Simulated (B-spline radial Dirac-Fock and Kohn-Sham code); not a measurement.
**Dipole and non-dipole photoemission parameters of As⁵⁺ 2p3/2**

System: As⁵⁺, configuration [Ar] 3d10; threshold 1398.7 eV (orbital energy of the model). These are calculated numbers from a radial B-spline solver; the model is Dirac-Hartree-Slater photoionisation with a Latter tail; cross sections with all multipoles, angular parameters from the dipole term and its interference with E2.

The run's input, task.json:

```json
{"items": [{
  "Z": 33,
  "q": 5,
  "cfg": [[1, 0, 2], [2, 0, 2], [2, 1, 6], [3, 0, 2], [3, 1, 6], [3, 2, 10]],
  "A": 75,
  "rrms": 4.0968,
  "do": "xps",
  "hv": [65.9, 79.5, 80, 85.9, 90.4, 100, 165.0, 202.0, 346.0, 366.0, 421.0, 661.0, 718.0, 739.0, 774.0, 995.0, 1000, 1486.9, 2160.0, 2460.0, 2490.0, 2700.0, 3330.0, 4780.0, 5414.7, 6000, 8047.8, 9251.7, 11800.0, 13500.0]
}]}
```

Launch: `python xray2_run.py task.json out`

For linearly polarised light dσ/dΩ = σ/(4π) [1 + β P₂(cos θ) + (δ + γ cos²θ) sin θ cos φ], with θ from the polarisation vector and φ the angle between the beam and the projection of the electron momentum on the plane normal to the polarisation.

```
hν (eV)  σ (kb)      β       γ      δ
 1486.9     373  1.084  -0.166  0.006
   2160     138  1.458   0.166  0.026
   2460    97.0  1.470   0.304  0.031
   2490    93.8  1.470   0.317  0.031
   2700    74.7  1.466   0.401  0.034
   3330       ?      ?       ?      ?
   4780    13.8  1.326   0.959  0.067
 5414.7    9.43  1.278   1.069  0.078
   6000    6.85  1.235   1.158  0.089
 8047.8    2.67  1.101   1.389  0.126
 9251.7    1.69  1.032   1.486  0.148
  11800   0.754  0.907   1.640  0.193
  13500   0.478  0.837   1.715  0.223
```

Question: Give the values at 3330 eV.

Answer: σ = 40.9 kb, β = 1.434, γ = 0.615, δ = 0.044.
